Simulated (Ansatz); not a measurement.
[SnBr3]- (SnBr₃⁻), 4 atoms. Hardware: 4 threads of Arm Neoverse V1 on a shared host.

In the def2 sets Sn takes a core potential; there is no spin–orbit coupling.

**Question.** How many basis functions does each of these Ansatz runs have, and roughly what does it cost? BHLYP-D4/def2-TZVPD, charge -1 singlet, energy, from earlier orbitals; CAM-B3LYP-D4/def2-TZVPD, charge -1 singlet, energy, from earlier orbitals; r2SCAN-D4/def2-TZVPD, charge -1 triplet at the geometry of the charge -1 singlet, energy, from earlier orbitals; PBE0-D4/def2-SVPD, charge -1 singlet, energy, from earlier orbitals; PBE-D4/def2-TZVPD, charge -1 singlet, energy, from earlier orbitals; LC-ωPBE/def2-TZVPD, charge -1 singlet, energy, from earlier orbitals; LDA (SPW92)/def2-TZVPD, charge -1 singlet, energy and forces, from earlier orbitals; PBE-D4/def2-TZVPD, charge 0 doublet at the geometry of the charge -1 singlet, energy, from earlier orbitals; PBE0-D4/def2-TZVPD, charge -1 singlet, energy, from earlier orbitals; HF/def2-TZVPD, charge -1 singlet, energy, from earlier orbitals; PBE-D4/def2-TZVPD, charge -1 triplet at the geometry of the charge -1 singlet, energy, from earlier orbitals; B3LYP-D4/def2-SVPD, charge -1 singlet, relaxation, 3 steps.

**Answer.** Other jobs shared the machine, so times can vary by a factor of up to 3. A dash marks memory too small to be measured apart from the calling script's.

```tsv
run	functions	fitting or Cholesky vectors	wall time	peak host memory (GiB)
LDA (SPW92)/def2-TZVPD, charge -1 singlet, energy and forces, from earlier orbitals	227	1664	2.6 s	–
PBE-D4/def2-TZVPD, charge -1 singlet, energy, from earlier orbitals	227	1664	3.1 s	–
PBE0-D4/def2-SVPD, charge -1 singlet, energy, from earlier orbitals	155	1605	3.8 s	–
LC-ωPBE/def2-TZVPD, charge -1 singlet, energy, from earlier orbitals	227	1664	4.6 s	0.6
PBE-D4/def2-TZVPD, charge 0 doublet at the geometry of the charge -1 singlet, energy, from earlier orbitals	227	1664	6.5 s	–
BHLYP-D4/def2-TZVPD, charge -1 singlet, energy, from earlier orbitals	227	2030	8 s	1.2
PBE-D4/def2-TZVPD, charge -1 triplet at the geometry of the charge -1 singlet, energy, from earlier orbitals	227	1664	8 s	–
HF/def2-TZVPD, charge -1 singlet, energy, from earlier orbitals	227	2079	8 s	1.1
PBE0-D4/def2-TZVPD, charge -1 singlet, energy, from earlier orbitals	227	1904	8.5 s	1.1
CAM-B3LYP-D4/def2-TZVPD, charge -1 singlet, energy, from earlier orbitals	227	1832	8.5 s	1
B3LYP-D4/def2-SVPD, charge -1 singlet, relaxation, 3 steps	155	1702	12 s	–
r2SCAN-D4/def2-TZVPD, charge -1 triplet at the geometry of the charge -1 singlet, energy, from earlier orbitals	227	1664	37 s	0.91
```
